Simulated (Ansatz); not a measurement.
C2H6BClSi (`CC1[SiH2]B1Cl`), relaxed with RKS PBE-D4/def2-SVP in Ansatz 0.2.0 from a rough embedded geometry. The force threshold is 0.03 eV/Å; the program also tests the step.

Charge 0, multiplicity 1.

Start:

```xyz
11

C    -0.137   -1.264   -0.702
C    -0.085   -0.342    0.497
Si    1.152    0.918    0.349
B    -0.828    1.059    0.412
Cl   -2.436    1.985    0.246
H    -1.190   -1.764   -0.688
H     0.623   -2.002   -0.667
H    -0.108   -0.659   -1.650
H    -0.202   -0.850    1.529
H     1.606    1.586    1.622
H     1.605    1.333   -0.949
```

```
step  energy (eV)  largest force (eV/Å)  largest move (Å)
   1  -23225.0962                 2.867             0.000
   2  -23225.9031                 1.340             0.190
   3  -23226.1180                 0.824             0.195
   4  -23226.1308                 0.593             0.180
   5  -23226.1755                 0.297             0.046
   6  -23226.1935                 0.174             0.059
   7  -23226.2422                 0.311             0.197
   8  -23226.2658                 0.473             0.196
   9  -23226.2966                 0.378             0.103
  10  -23226.3146                 0.186             0.103
  11  -23226.3164                 0.234             0.123
  12  -23226.3241                 0.133             0.038
  13  -23226.3257                 0.034             0.026
  14  -23226.3265                 0.015             0.039
  15  -23226.3267                 0.026             0.043
```

End:

```xyz
11

C    -0.398   -1.357   -0.661
C    -0.168   -0.271    0.372
Si    1.046    1.383    0.571
B    -0.859    1.072    0.435
Cl   -2.235    1.723   -0.431
H    -1.177   -2.069   -0.312
H     0.522   -1.945   -0.862
H    -0.753   -0.930   -1.621
H     0.250   -0.646    1.332
H     1.930    1.074    1.743
H     1.842    1.965   -0.567
```

Hardware: 4 threads of an Arm Neoverse V2 on a shared host. Wall time 18 s, peak host memory 0.15 GiB.
